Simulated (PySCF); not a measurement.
Input file for PySCF: R-M06-2X/def2-TZVPP on BrGeH3O (SMILES [OH][GeH2][Br]), a point of a torsion scan.

```python
from pyscf import gto, dft

mol = gto.M(
    atom='''
    O     1.25596474    0.16447057   -0.45841944
    Ge   -0.36260238   -0.18917344    0.01866418
    Br   -0.29254236   -1.47549881    1.89425332
    H     1.86197834    0.63257624    0.11307122
    H    -0.88307787   -0.99024927   -1.13178787
    H    -1.12928211    1.06669789    0.35869899
    ''',
    basis='def2-tzvpp',
    charge=0, spin=0, verbose=4, max_memory=1800)
mf = dft.RKS(mol, xc='m062x').density_fit(auxbasis='def2-universal-jkfit')
mf.grids.level = 4
mf.conv_tol = 1e-9
mf.max_cycle = 150
mf.kernel()
mf.dip_moment()
```

The log:

```
PySCF version 2.14.0

[INPUT] verbose = 4
[INPUT] num. atoms = 6
[INPUT] num. electrons = 78
[INPUT] charge = 0
[INPUT] spin (= nelec alpha-beta = 2S) = 0
[INPUT] symmetry False subgroup None
[INPUT] Mole.unit = angstrom
[INPUT] Symbol           X                Y                Z      unit          X                Y                Z       unit  Magmom
[INPUT]  1 O      1.255964740000   0.164470570000  -0.458419440000 AA    2.373429380711   0.310804332851  -0.866287191776 Bohr   0.0
[INPUT]  2 Ge    -0.362602380000  -0.189173440000   0.018664180000 AA   -0.685219190315  -0.357485991642   0.035270188540 Bohr   0.0
[INPUT]  3 Br    -0.292542360000  -1.475498810000   1.894253320000 AA   -0.552824940234  -2.788288648022   3.579619985348 Bohr   0.0
[INPUT]  4 H      1.861978340000   0.632576240000   0.113071220000 AA    3.518629112472   1.195395846507   0.213673638370 Bohr   0.0
[INPUT]  5 H     -0.883077870000  -0.990249270000  -1.131787870000 AA   -1.668775320964  -1.871299915350  -2.138769105405 Bohr   0.0
[INPUT]  6 H     -1.129282110000   1.066697890000   0.358698990000 AA   -2.134033905271   2.015766869751   0.677842852258 Bohr   0.0

nuclear repulsion = 439.635692061127
number of shells = 61
number of NR pGTOs = 297
number of NR cGTOs = 169
basis = def2-tzvpp
ecp = {}


******** <class 'pyscf.df.df_jk.DFRKS'> ********
method = DFRKS
initial guess = minao
damping factor = 0
level_shift factor = 0
DIIS = <class 'pyscf.scf.diis.CDIIS'>
diis_start_cycle = 1
diis_space = 8
diis_damp = 0
SCF conv_tol = 1e-09
SCF conv_tol_grad = None
SCF max_cycles = 150
direct_scf = False
XC library pyscf.dft.libxc version 7.1.2
    S. Lehtola, C. Steigemann, M. J. T. Oliveira, and M. A. L. Marques,  SoftwareX 7, 1–5 (2018)
XC functionals = m062x
    Y. Zhao and D. G. Truhlar,  Theor. Chem. Acc. 120, 215 (2008)
    Y. Zhao and D. G. Truhlar,  Theor. Chem. Acc. 120, 215 (2008)
radial grids:
    Treutler-Ahlrichs [JCP 102, 346 (1995); DOI:10.1063/1.469408] (M4) radial grids

becke partition: Becke, JCP 88, 2547 (1988); DOI:10.1063/1.454033
pruning grids: <function nwchem_prune>
grids dens level: 4
symmetrized grids: False
atomic radii adjust function: <function treutler_atomic_radii_adjust>
small_rho_cutoff = 0
Set gradient conv threshold to 3.16228e-05
Initial guess from minao.
tot grids = 135760
******** <class 'pyscf.df.df.DF'> ********
auxbasis = def2-universal-jkfit
init E= -4726.77344295745
  HOMO = -0.335173917466607  LUMO = -0.0107187639849666  gap/eV = 8.82887
cycle= 1 E= -4728.19969163622  delta_E= -1.43  |g|= 0.787  |ddm|=    2
  HOMO = -0.285486249439822  LUMO = 0.00812515998766227  gap/eV = 7.98957
cycle= 2 E= -4728.1486417096  delta_E= 0.051  |g|= 0.988  |ddm|= 0.854
  HOMO = -0.346468486906432  LUMO = 0.0263554648069296  gap/eV = 10.14506
cycle= 3 E= -4728.29643436483  delta_E= -0.148  |g|= 0.0817  |ddm|= 0.495
  HOMO = -0.352611520938914  LUMO = 0.031928105900809  gap/eV = 10.46386
cycle= 4 E= -4728.29739189168  delta_E= -0.000958  |g|= 0.0359  |ddm|= 0.062
  HOMO = -0.352476010200616  LUMO = 0.03131248386874  gap/eV = 10.44342
cycle= 5 E= -4728.29755152815  delta_E= -0.00016  |g|= 0.00669  |ddm|= 0.0198
  HOMO = -0.352232393635689  LUMO = 0.0314495608571757  gap/eV = 10.44052
cycle= 6 E= -4728.29755649515  delta_E= -4.97e-06  |g|= 0.000816  |ddm|= 0.00473
  HOMO = -0.352156881874186  LUMO = 0.0314658486469208  gap/eV = 10.43891
cycle= 7 E= -4728.29755662311  delta_E= -1.28e-07  |g|= 0.000269  |ddm|= 0.000987
  HOMO = -0.352195871121841  LUMO = 0.0314464025711523  gap/eV = 10.43944
cycle= 8 E= -4728.29755663903  delta_E= -1.59e-08  |g|= 5.46e-05  |ddm|= 0.000254
  HOMO = -0.35218834028704  LUMO = 0.0314530139041989  gap/eV = 10.43941
cycle= 9 E= -4728.29755663996  delta_E= -9.34e-10  |g|= 8.89e-06  |ddm|= 7.34e-05
  HOMO = -0.352189750134185  LUMO = 0.0314519119471021  gap/eV = 10.43942
Extra cycle  E= -4728.29755663998  delta_E= -1.82e-11  |g|= 5.23e-06  |ddm|= 1.52e-05
converged SCF energy = -4728.29755663998
Dipole moment(X, Y, Z, Debye): -0.26381,  1.52852, -0.29388
```

The calculation finished and met its thresholds.

Cost: very roughly 20 core-seconds.
